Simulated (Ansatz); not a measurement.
BCl$_{2}$, doublet, at a GFN2-xTB geometry; CCSD(T)/6-31G* (Ansatz, a quantum-chemistry and plane-wave program).

Ansatz was given this input:
Ansatz 0.2 input:
```yaml
crystal:
  periodic: [false, false, false]
  atoms:
    - {symbol: B, position_ang: [-0.01065557, 0.71135712, -0.06266828]}
    - {symbol: Cl, position_ang: [1.48570467, -0.08446017, -0.01439496]}
    - {symbol: Cl, position_ang: [-1.48257068, -0.12476251, 0.03282680]}
basis:
  gaussian:
    orbitals: 6-31G*
magnetization: {spin_polarized: true, initial_magnetization: 1}
correlation: {method: ccsd_t, electrons: outside_noble_gas}
accuracy: high
```

Predict the main parts of the log of this Ansatz run.


```
Functional definition: HF
1005 factors; integrals over basis functions are off by at most 3.3e-9 eV
mean field evaluation 1: about -25676.8821 eV, gradient 1.2e1 eV
mean field evaluation 2: about -25676.9235 eV, gradient 1.2e1 eV
mean field evaluation 4: about -25678.3173 eV, gradient 2.2e0 eV
mean field evaluation 8: about -25678.4111 eV, gradient 2.6e-1 eV
mean field evaluation 16: about -25678.4126 eV, gradient 3.1e-7 eV
mean field evaluation 32: about -25675.7023 eV, gradient 5.4e-1 eV
mean field -25678.41263130 eV, -943.6642587470 hartree, gradient 1.8e-8 eV, S^2 0.754136; 1 other end points of the search recorded, 0 dependent functions left out
determinant -25678.41263130 eV, -943.6642587470 hartree, with singles and doubles -25687.83315848 eV, -944.0104567353 hartree
determinant -25675.71069476 eV, -943.5649644108 hartree, with singles and doubles -25685.29995732 eV, -943.9173633098 hartree
11 core orbitals not correlated
reference -25678.41263130 eV, -943.6642587470 hartree; 9, 8 occupied and 33, 34 virtual orbitals, 1005 factors
second order -8.64333160 eV of doubles, -0.00000000 eV of singles
cycle   1  -9.42076094 eV  change   -2.3e-4 eV  update   4.1e-4
cycle   2  -9.42083530 eV  change   -7.4e-5 eV  update   2.5e-4
cycle   3  -9.42085687 eV  change   -2.2e-5 eV  update   9.1e-5
cycle   4  -9.42084042 eV  change    1.6e-5 eV  update   2.8e-5
cycle   5  -9.42087669 eV  change   -3.6e-5 eV  update   6.4e-6
cycle   6  -9.42088684 eV  change   -1.0e-5 eV  update   2.6e-6
cycle   7  -9.42088636 eV  change    4.8e-7 eV  update   6.2e-7
cycle   8  -9.42088583 eV  change    5.3e-7 eV  update   2.0e-7
cycle   9  -9.42088583 eV  change   -5.8e-9 eV  update   5.8e-8
cycle  10  -9.42088584 eV  change   -8.2e-9 eV  update   2.7e-8
cycle  11  -9.42088585 eV  change   -8.0e-9 eV  update   1.7e-8
cycle  12  -9.42088570 eV  change    1.5e-7 eV  update   9.2e-8
cycle  13  -9.42088570 eV  change   -2.5e-9 eV  update   2.8e-8
cycle  14  -9.42088570 eV  change    3.2e-9 eV  update   8.9e-9
cycle  15  -9.42088570 eV  change   3.9e-10 eV  update   3.9e-9
cycle  16  -9.42088570 eV  change   9.8e-11 eV  update   1.4e-9
perturbative correction -0.28131520 eV, -0.0103381431 hartree
Total energy: -25688.11483220 eV, -944.0208080537 hartree
```
